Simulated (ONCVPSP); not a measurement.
## An all-electron radial function and its pseudo partner (hafnium)

Columns: radius, all-electron u(r) and pseudo u(r) of the 5s shell (level -65.63 eV) of hafnium in the configuration [Kr] 4d10 4f14 5s2 5p6 5d3 6s1; PBE, scalar-relativistic, ONCV scheme, ONCVPSP 4.0.1.

```csv
r (bohr),all-electron,pseudo
0.125,0.3110,0.1135
0.250,-0.1087,0.2413
0.375,-0.5937,0.3893
0.500,-0.2522,0.5519
0.625,0.3275,0.7146
0.750,0.7816,0.8591
0.875,1.0313,0.9672
1.000,1.1104,1.0235
1.125,1.0769,1.0192
1.250,0.9805,0.9565
1.375,0.8562,0.8508
1.500,0.7263,0.7259
1.625,0.6034,0.6032
1.750,0.4934,0.4933
1.875,0.3987,0.3986
2.000,0.3192,0.3192
2.125,0.2537,0.2537
2.250,0.2005,0.2005
2.375,0.1577,0.1577
2.500,0.1236,0.1236
2.625,0.0965,0.0965
2.750,0.0752,0.0752
2.875,0.0585,0.0585
3.000,0.0454,0.0454
3.125,0.0351,0.0351
3.250,0.0272,0.0272
```

(1) How many radial nodes do the two functions have?

(2) At about which radius was the pseudo-wave matched?

(3) Where does each function peak?

(4) Is the pseudo-wave norm-conserving?

Results:

(1) The all-electron 5s function has n − l − 1 = 4 (the table is too coarse to show those close to the nucleus); the pseudo-wave has 0, since the states of the same l below it are removed with the core.

(2) 1.60 bohr, where the columns begin to agree (steps of 0.12 bohr).

(3) Outermost all-electron maximum near 1.00 bohr, pseudo maximum near 1.00 bohr (to the table’s step).

(4) Yes: the ONCV scheme keeps the norm inside the radius equal to the all-electron one, which fixes the energy derivative of the logarithmic derivative at the level.
